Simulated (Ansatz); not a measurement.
Job for Ansatz (a program for electronic structure): U-CCSD(T)/cc-pVDZ on dimethyl selenide (SMILES C[Se]C), a point of a bond scan (R = 2.176 Å). The run froze 16 orbitals, filled d shells among them.

Ansatz 0.2 input:
```yaml
crystal:
  periodic: [false, false, false]
  atoms:
    - {symbol: C, position_ang: [1.44143353, -0.25391618, 0.82995547]}
    - {symbol: Se, position_ang: [0.01351776, 0.12218640, -0.46064119]}
    - {symbol: C, position_ang: [-1.48827853, -0.16951364, 0.76636954]}
    - {symbol: H, position_ang: [1.27049631, -2.29526776, 1.56386395]}
    - {symbol: H, position_ang: [2.38542165, -0.13533401, 0.30226081]}
    - {symbol: H, position_ang: [1.39575228, 0.45247820, 1.65618763]}
    - {symbol: H, position_ang: [-1.47767316, -1.19295724, 1.13540895]}
    - {symbol: H, position_ang: [-2.40011371, 0.00253324, 0.19839643]}
    - {symbol: H, position_ang: [-1.43788580, 0.53411293, 1.59468687]}
basis:
  gaussian:
    orbitals: cc-pVDZ
correlation: {method: ccsd_t, electrons: outside_noble_gas}
scf: {omitted_lower_state_checks: [cluster_reference]}
magnetization: {spin_polarized: true, initial_magnetization: 0}
```

Program output:

```
WARN ansatz: RAYON_NUM_THREADS=1 ignored (pool sized by the plan → 1); use --threads N
Functional definition: HF
these checks for a lower state are left out or cut short: cluster_reference
integrals: 0.13 GiB planned
850 factors; integrals over basis functions are off by at most 1.1e-3 eV
mean field: 0.41 GiB planned
mean field evaluation 1: about -67451.8625 eV, gradient 1.3e1 eV
mean field evaluation 2: about -67451.9216 eV, gradient 1.3e1 eV
mean field evaluation 4: about -67453.2761 eV, gradient 2.1e0 eV
mean field evaluation 8: about -67453.3257 eV, gradient 2.2e-3 eV
mean field evaluation 16: about -67454.4866 eV, gradient 7.1e-2 eV
mean field evaluation 32: about -67454.4867 eV, gradient 1.3e-5 eV
mean field -67454.48670856 eV, -2478.9066642465 hartree, gradient 4.2e-6 eV, S^2 0.810084; 4 other end points of the search recorded, 0 dependent functions left out
16 core orbitals not correlated
reference -67454.48670856 eV, -2478.9066642465 hartree; 10, 10 occupied and 59, 59 virtual orbitals, 850 factors
second order -10.57921877 eV of doubles, -0.00000000 eV of singles
coupled cluster: 0.40 GiB planned
cycle   1  -11.42214218 eV  change   -8.4e-1 eV  update   8.9e-2
cycle   2  -11.81575660 eV  change   -3.9e-1 eV  update   3.9e-2
cycle   3  -11.91942208 eV  change   -1.0e-1 eV  update   3.0e-2
cycle   4  -11.97209613 eV  change   -5.3e-2 eV  update   2.3e-2
cycle   5  -12.03780679 eV  change   -6.6e-2 eV  update   1.7e-2
cycle   6  -12.07644587 eV  change   -3.9e-2 eV  update   1.3e-2
cycle   7  -12.12830993 eV  change   -5.2e-2 eV  update   9.9e-3
cycle   8  -12.15229920 eV  change   -2.4e-2 eV  update   5.5e-3
cycle   9  -12.15991535 eV  change   -7.6e-3 eV  update   2.7e-3
cycle  10  -12.16119316 eV  change   -1.3e-3 eV  update   1.0e-3
cycle  11  -12.16227603 eV  change   -1.1e-3 eV  update   4.4e-4
cycle  12  -12.16192361 eV  change    3.5e-4 eV  update   1.5e-4
cycle  13  -12.16185692 eV  change    6.7e-5 eV  update   6.6e-5
cycle  14  -12.16184529 eV  change    1.2e-5 eV  update   2.8e-5
cycle  15  -12.16183082 eV  change    1.4e-5 eV  update   1.0e-5
cycle  16  -12.16183081 eV  change    1.6e-8 eV  update   5.2e-6
coupled cluster: 0.40 GiB planned
perturbative correction -0.47167210 eV, -0.0173336300 hartree
Total energy: -67467.12021147 eV, -2479.3709369150 hartree
Checks for a lower state left out: cluster_reference
```

The run converged. Its determinant has ⟨S²⟩ = 0.81, a mixture of spin states.

Cost: roughly 22 core-seconds.
